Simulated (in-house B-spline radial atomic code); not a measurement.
Configurations of the aluminium ion Al⁸⁺, with energies counted from [He] 2s2 (2p1/2)1. Level of theory: Dirac-Hartree-Fock, average of each configuration as written, Fermi nucleus of rms radius 3.061 fm; calculated with a radial B-spline atomic code at the basis-set limit. Energies include first-order Breit, QED and recoil terms.

```
             configuration  E - E(ref) (eV)  highest orbital  its <r> (bohr)
         [He] 2s2 (2p3/2)1          0.62289            2p3/2          0.4718
         [He] 2s2 (3p3/2)1           196.89            3p3/2            1.27
              [He] 2s2 4s1           253.48            4s1/2           2.392
              [He] 2s2 5s1           282.38            5s1/2           3.821
         [He] 2s2 (6d3/2)1           299.46            6d3/2           5.578
[He] 2s1 (2p1/2)1 (6f7/2)1           319.85            6f7/2           5.322
```

Question: Order these further configurations by energy, lowest first.
A. [He] 2s1 (2p3/2)2
B. [He] 2s2 (5f7/2)1
C. [He] 2s1 (2p3/2)1 (5g7/2)1
D. [He] 2s1 (2p1/2)1 (4p3/2)1
E. [He] 2s2 (6g7/2)1

Answer: A (28.267 eV), D (277.48 eV), B (286.35 eV), E (299.91 eV), C (307.09 eV).

Question: How far above the reference does [He] 2s2 (5d3/2)1 lie?

Answer: 285.66 eV; its least bound orbital is 5d3/2 with <r> = 3.759 bohr.

Question: How far above the reference does [He] 2s2 (4f7/2)1 lie?

Answer: 261.52 eV; its least bound orbital is 4f7/2 with <r> = 1.992 bohr.
